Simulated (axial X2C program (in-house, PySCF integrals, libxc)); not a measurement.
# Outer orbitals of TaCl at 2.284 Å, PBE0

Calculated with an in-house all-electron X2C program for linear molecules (integrals from PySCF). Spin-free means the one-electron spin-free X2C Hamiltonian; two-component (2c) means X2C with spin–orbit coupling and atomic mean-field two-electron Coulomb and Gaunt terms, so the difference of the two also holds small scalar two-electron terms. Basis: Ta dyall-cv3z [13s14p9d7f4g], Cl dyall-av3z [9s8p3d2f] (cores contracted in-house); Gaussian nuclei, density fitting, unrestricted open shells. Masses: Ta 180.948 u, Cl 34.969 u.

The distance is close to the 2c PBE0 minimum; the highest filled and lowest empty levels are listed.

Spin-free orbitals, state M_S = 2, Λ = 1 (beyond evenly filled blocks: σα, π+α, δ+α, δ-α) (Löwdin shares):

```tsv
symmetry	occupied	ε (eV)	atomic character
π+α	yes	-28.20	100% Ta f
π-α	yes	-28.16	100% Ta f
δ+α	yes	-28.11	100% Ta f
δ-α	yes	-28.06	100% Ta f
σβ	yes	-28.00	100% Ta f
π-β	yes	-27.94	100% Ta f
π+β	yes	-27.94	100% Ta f
φ+α	yes	-27.93	100% Ta f
φ-α	yes	-27.92	100% Ta f
δ+β	yes	-27.81	100% Ta f
δ-β	yes	-27.81	100% Ta f
φ+β	yes	-27.61	100% Ta f
φ-β	yes	-27.61	100% Ta f
σα	yes	-22.34	75% Cl s, 8% Ta d, 7% Ta p
σβ	yes	-22.34	75% Cl s, 8% Ta d, 7% Ta p
σα	yes	-10.51	77% Cl p, 10% Ta d, 6% Ta s
σβ	yes	-10.33	80% Cl p, 9% Ta d, 5% Ta s
π+α	yes	-9.50	76% Cl p, 15% Ta d, 4% Ta f
π-α	yes	-9.32	78% Cl p, 12% Ta d, 4% Ta f
π-β	yes	-9.25	81% Cl p, 8% Ta d, 5% Ta f
π+β	yes	-9.25	81% Cl p, 8% Ta d, 5% Ta f
σα	yes	-6.32	59% Ta s, 21% Ta d, 8% Cl p
δ+α	yes	-5.29	99% Ta d
δ-α	yes	-5.19	99% Ta d
π+α	yes	-4.96	77% Ta d, 9% Ta p, 8% Cl p
π-α	no	-2.63	75% Ta d, 14% Ta p, 5% Cl p
σβ	no	-2.26	69% Ta s, 11% Ta p, 7% Cl s
σα	no	-2.17	46% Ta d, 40% Ta p, 6% Cl p
π+α	no	-0.87	78% Ta p, 7% Cl d, 7% Cl p
```

Spinors with spin–orbit coupling (state Ω = 1):

```csv
ω,occupied,ε (eV),atomic character,λ mixture
1/2,yes,-27.31,100% Ta f,"50% σ, 50% π"
-1/2,yes,-27.29,100% Ta f,"62% σ, 38% π"
3/2,yes,-27.27,100% Ta f,"63% π, 37% δ"
5/2,yes,-27.20,100% Ta f,"78% δ, 22% φ"
-3/2,yes,-27.20,100% Ta f,"75% π, 25% δ"
7/2,yes,-27.15,100% Ta f,100% φ
-5/2,yes,-27.05,100% Ta f,"87% δ, 13% φ"
-7/2,yes,-26.83,100% Ta f,100% φ
-1/2,yes,-22.36,"75% Cl s, 8% Ta d, 7% Ta p",100% σ
1/2,yes,-22.36,"75% Cl s, 8% Ta d, 7% Ta p",100% σ
1/2,yes,-10.51,"77% Cl p, 10% Ta d, 6% Ta s",100% σ
-1/2,yes,-10.35,"79% Cl p, 10% Ta d, 5% Ta s",100% σ
-1/2,yes,-9.55,"76% Cl p, 15% Ta d, 4% Ta f",100% π
1/2,yes,-9.32,"81% Cl p, 8% Ta d, 5% Ta f",100% π
3/2,yes,-9.29,"78% Cl p, 12% Ta d, 4% Ta f",100% π
-3/2,yes,-9.23,"81% Cl p, 8% Ta d, 5% Ta f",100% π
1/2,yes,-6.30,"59% Ta s, 21% Ta d, 8% Cl p",100% σ
-3/2,yes,-5.52,99% Ta d,"99% δ, 1% π"
-1/2,yes,-5.09,"76% Ta d, 10% Ta p, 8% Cl p","98% π, 2% σ"
5/2,yes,-4.95,99% Ta d,100% δ
3/2,no,-2.51,"76% Ta d, 13% Ta p, 5% Cl p","99% π, 1% δ"
-1/2,no,-2.30,"68% Ta s, 12% Ta p, 7% Cl s","99% σ, 1% π"
1/2,no,-2.16,"46% Ta d, 39% Ta p, 6% Cl p","98% σ, 2% π"
-1/2,no,-1.00,"68% Ta p, 14% Ta d, 7% Cl d","88% π, 12% σ"
```

Question: How does the gap between the highest filled and lowest empty level change from the spin-free to the 2c table?

Answer: From 2.33 to 2.44 eV at PBE0, a change of 0.11 eV.

Mulliken charges and populations of the two-component result (they depend on the basis, above all on diffuse functions):

Ta 0.28 e (s 10.91 p 24.21 d 23.53 f 14.05 g 0.01), Cl -0.28 e (s 5.94 p 11.30 d 0.04 f 0.01). ⟨Lz⟩ = -0.97 ħ and ⟨Sz⟩ = 1.97 ħ (1.99 and -0.02 on the two atoms), which add up to Ω.

The state is one determinant whose occupation by symmetry is held fixed; it was picked as the lowest of a PBE0 search that is not exhaustive. Density functionals use the spin component along the axis (collinear). PBE0 can misorder states that lie within some tenths of an eV, so this need not be the ground state of the molecule. The nearest other spin-free determinant of the search, M_S = 1, Λ = 0, lies 0.12 eV up at the distance of the search. The functionals have no current-density term, which raises determinants with orbital currents, atoms included. With several unpaired electrons one determinant need not be a pure state. Open-shell Ω = 0 determinants with evenly filled partner blocks cannot be reached by this program, so the Ω shown need not be the lowest component.
